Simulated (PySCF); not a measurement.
# C6H9F3N: g tensor and hyperfine couplings

Compound: C6H9F3N (doublet state).
SMILES with atom numbers: `[F:1][C:2]([F:3])([F:4])[C:5]1[CH2:6][CH2:7][CH2:8][CH2:9][NH:10]1` (hydrogens: H11, H12 on C6; H13, H14 on C7; H15, H16 on C8; H17, H18 on C9; H19 on N10)

Geometry (PBE0-D3(BJ)/def2-SVP, Å), atoms numbered from 1 in this order:
```xyz
19
C6H9F3N angstrom
F      2.9534   -1.2716   -0.1731
C      2.4327   -0.0313   -0.1443
F      3.0602    0.6551    0.8175
F      2.7918    0.5519   -1.3111
C      0.9700   -0.0656    0.0741
C      0.2394    1.2258    0.2407
C     -1.2044    0.9935    0.6748
C     -1.8660   -0.0422   -0.2258
C     -1.0916   -1.3497   -0.1920
N      0.3039   -1.1258   -0.5058
H      0.2424    1.7807   -0.7216
H      0.7770    1.8579    0.9634
H     -1.7630    1.9419    0.6532
H     -1.2204    0.6332    1.7181
H     -1.8966    0.3343   -1.2630
H     -2.9061   -0.2295    0.0834
H     -1.2032   -1.8092    0.8125
H     -1.5020   -2.0633   -0.9230
H      0.8630   -1.9677   -0.5928
```

The hyperfine couplings belong to this conformer and change with its torsions.

Computed with UKS B3LYP, IGLO-III on C F N, pcH-1 on H, non-relativistic, mean-field spin-orbit, GIAO (PySCF 2.14.0). Isolated species at its PBE0-D3(BJ)/def2-SVP geometry (one conformer only). The SCF solution wasn't tested for stability.

- g1, g2, g3: 2.00226, 2.00257, 2.00326
- g_iso: 2.00270
- Form of g: rhombic: the two nearest values differ by 31 % of g3 − g1
- ⟨S²⟩: 0.7536 (exact 0.7500)
- α and β electrons: 40, 39
- Total energy: -588.55928 Eh
- Basis functions: 440

Isotropic coupling and dipolar principal values T1 to T3, in MHz; ρ(0) is the spin density at the nucleus:

```csv
atom,isotope,a_iso,T1,T2,T3,Mulliken spin population,ρ(0) (bohr⁻³)
F1,19F,10.2,-13.2,-10.6,23.9,0.00,0.0024
C2,13C,-18.4,-4.1,-1.8,5.8,0.01,-0.0164
F3,19F,61.7,-27.9,-27.5,55.4,0.00,0.0147
F4,19F,149.2,-62.7,-60.3,123.1,0.02,0.0355
C5,13C,98.8,-61.9,-61.6,123.5,0.78,0.0879
C6,13C,-10.8,-2.0,-1.3,3.3,-0.08,-0.0096
C7,13C,14.4,-1.3,-0.7,2.0,0.01,0.0128
C8,13C,7.1,-0.8,-0.4,1.3,0.00,0.0063
C9,13C,5.5,-2.4,-0.9,3.3,-0.02,0.0049
N10,14N,11.6,-13.2,-12.7,25.9,0.19,0.0359
H11,1H,94.8,-3.8,-2.9,6.7,0.06,0.0212
H12,1H,21.3,-4.9,-4.0,8.8,0.01,0.0048
H13,1H,-2.1,-1.7,-1.4,3.1,0.00,-0.0005
H14,1H,-1.6,-3.0,-2.1,5.1,0.00,-0.0004
H15,1H,-0.5,-2.1,-1.6,3.7,0.00,-0.0001
H16,1H,-1.1,-1.3,-1.2,2.4,0.00,-0.0002
H17,1H,31.3,-3.5,-2.4,5.9,0.03,0.0070
H18,1H,2.5,-3.5,-2.7,6.2,0.00,0.0006
H19,1H,-6.4,-14.4,-5.8,20.3,-0.01,-0.0014
```

The Mulliken spin populations are largest on C5 (+0.78), N10 (+0.19), C6 (-0.08) and H11 (+0.06). The angles at C5 add up to 352.7°, so it is slightly pyramidal.

Axes: g2 points within 8° of the C5–N10 bond.

Under fast tumbling the dipolar parts average out, and these isotropic splittings remain: 3 × 19F (F1/F3/F4, I = 1/2, 4 lines) with 2.63 mT, 2 × 1H (H11/H12, I = 1/2, 3 lines) with 2.07 mT, 2 × 1H (H17/H18, I = 1/2, 3 lines) with 0.60 mT, 1 × 14N (N10, I = 1, 3 lines) with 0.41 mT, 1 × 1H (H19, I = 1/2, 2 lines) with 0.23 mT and 2 × 1H (H13/H14, I = 1/2, 3 lines) with 0.07 mT.

Class means assume fast exchange of nuclei equivalent by connectivity; if that motion is slow, each nucleus keeps its own coupling. The three 19F nuclei of mean +73.7 MHz run from 10.2 to 149.2 MHz in the frozen geometry. The 1H value of +58.0 MHz is a mean of couplings from 21.3 to 94.8 MHz in this one geometry, not an average over conformers. The 1H value of +16.9 MHz is a mean of couplings from 2.5 to 31.3 MHz in this one geometry, not an average over conformers.

The 13C coupling of C5 (98.8 MHz) shows only in satellite lines or after enrichment, since that isotope makes up about 1.07 % of natural carbon.

Time: 2.6 min wall. Hardware: one thread, x86-64 server, on a shared host.
